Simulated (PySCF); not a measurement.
Ta(OH)2 (H₂O₂Ta), SMILES [OH][Ta][OH] (connectivity only; charge and spin as stated), neutral, multiplicity 4.

Geometry optimised at r2SCAN-D4/def2-TZVP. The multiplicity is an assumed one; other spin states were not compared. The def2 effective core potentials stand for the cores of Ta; spin–orbit coupling is left out. Other conformers were not sampled.

All values below come from PySCF with B3LYP/def2-TZVPD.

Isolated molecule, no solvent.

- total energy: -208.78608 hartree
- point group: D∞h
- α spin, highest occupied and lowest empty level: -4.44 and -0.22 eV
- β spin, highest occupied and lowest empty level: -9.05 and -2.36 eV
- dipole moment: 0.000 e·Å
- mean static polarisability: 63.6 bohr³ (9.42 Å³)
- polarisability, principal values: 63.4, 63.7, 63.7 bohr³
- ⟨S²⟩: 3.756 (pure state 3.75)
